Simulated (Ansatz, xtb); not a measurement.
## CH2BrGe: where a starting geometry ends

The starting geometry of this gas-phase doublet has its atoms placed at random.

```xyz
5

C    -0.6296   -1.1532   -0.5741
Br    1.6543    0.6501   -0.4741
Ge   -1.6362    0.2483   -0.4995
H    -1.5128   -1.3644    0.2161
H     0.4677    0.6156    0.9553
```

Problem. Guess where an optimisation with r2SCAN-D4/def2-SVP ends from this start.

Solution. It ends as a structure given below by its coordinates. Distances that change by over a tenth: C1–Ge3 (1.73 → 1.95 Å). Contacts that open: Br2–H5 (1.86 → 3.17 Å), Ge3–H4 (1.77 → 2.69 Å). Contacts that close: C1–H5 (2.58 → 1.10 Å), Br2–Ge3 (3.32 → 2.37 Å).

The energy falls by 5.62 eV over 23 steps:

```tsv
step	E − E(last) (eV)
1	5.625
3	4.087
6	3.251
8	2.838
11	2.357
13	1.031
16	0.050
18	0.002
21	0.000
23	0.000
```

Final geometry (Å):

```yaml
atoms:
  - { symbol: C, position_ang: [-0.7114, -0.7961, 0.1796] }
  - { symbol: Br, position_ang: [1.2502, 1.6518, -0.5445] }
  - { symbol: Ge, position_ang: [-0.7723, 0.5980, -1.1889] }
  - { symbol: H, position_ang: [-1.5085, -1.5517, 0.2492] }
  - { symbol: H, position_ang: [0.0855, -0.9055, 0.9283] }
```

From the same start GFN2-xTB reaches the same bonding as this run.

From so rough a start the end depends on the optimiser's path, so another program may land elsewhere. No frequencies were run, so the end isn't proven a minimum. Open shells are spin-unrestricted. Run with Ansatz 0.2.0, 6.2 min on 1 thread of Intel(R) Xeon(R) Processor @ 2.50GHz (Skylake/Cascade Lake) (shared host).
